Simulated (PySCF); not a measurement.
Polarisability and C₆ of Sb (antimony, neutral)

[Kr] 4d10 5s2 5p3, high-spin 4S determinant. Computed with PySCF 2.14 in aug-cc-pVQZ-PP with ECP28MDF (7s7p5d3f2g, 92 functions), with a scalar-relativistic core potential. Coupled (time-dependent) response in atomic units; α is the mean over directions.

```json
{"method": "TPSSh", "mean α (bohr³)": "45.88", "C₆ (like pair)": "505.4", "S(−4)": "588.2"}
```

S(−4) is the Cauchy moment in α(ω) = α(0) + S(−4) ω² + …

Reference α: 43 ± 2 bohr³ (recommended; Schwerdtfeger and Nagle, table of static dipole polarizabilities (2023 update)). Published C₆: 492.0 (Chu and Dalgarno (2004); Tang, Norbeck and Certain (1976)).

α(iu) at TPSSh:

| u (hartree) | α(iu) (bohr³) |
| --- | --- |
| 0 | 45.88 |
| 0.0500 | 44.47 |
| 0.100 | 40.86 |
| 0.200 | 31.61 |
| 0.300 | 23.70 |
| 0.500 | 14.00 |
| 0.750 | 8.324 |
| 1.00 | 5.598 |
| 1.50 | 3.162 |
| 2.00 | 2.098 |
| 3.00 | 1.152 |
| 5.00 | 0.5039 |

A single London oscillator, α(iu) = α/(1 + u²/ω²), gives C₆ = (3/4) ω α². Matching the computed C₆ needs ω = 4 × 505.4 / (3 × 45.88²) = 0.320 hartree.

Energies and moments cover only the electrons outside the core potential.
